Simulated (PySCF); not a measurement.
C4H4ClF, SMILES C(=C/Cl)/C(F)=C. Heavy atoms are numbered as in [CH2:1]=[C:2]([F:3])/[CH:4]=[CH:5]\[Cl:6]. Hydrogens are named by the atom that carries them.

Geometry: B3LYP-D3(BJ)/def2-SVP. The structure was generated by enumeration; whether it is a known compound was not checked. The values are those of a single conformer.

Calculation: M06-2X/def2-TZVP (PySCF).

Atomic charges (e), one atom of each kind:

```
atom      meta-Löwdin  Mulliken  Löwdin
--------  -----------  --------  ------
C1 (CH2)        -0.31     -0.37   -0.18
C2               0.30      0.33   -0.32
F3              -0.27     -0.19    0.19
C4 (CH)         -0.15         ?   -0.19
C5 (CH)         -0.11         ?   -0.45
Cl6             -0.02         ?    0.38
H on C1          0.14         ?    0.14
H on C4          0.14      0.15    0.17
H on C5          0.14      0.16    0.14
```

Task: What belongs in the gaps? (An estimate is asked for; the answer gives what the named calculation found.)

Result: 
- C4 (CH), Mulliken: -0.22
- C5 (CH), Mulliken: -0.11
- Cl6, Mulliken: -0.05
- H on C1, Mulliken: 0.16

Task: Give the Mayer and Wiberg (Löwdin basis) orders of the bonds. (Estimate from the structure and the level; the computed values follow.)

Result: 
```tsv
bond	Mayer	Wiberg
C1–C2	1.79	2.03
C2–F3	1.05	1.70
C2–C4	1.06	1.26
C4–C5	1.83	2.04
C5–Cl6	1.17	1.74
```
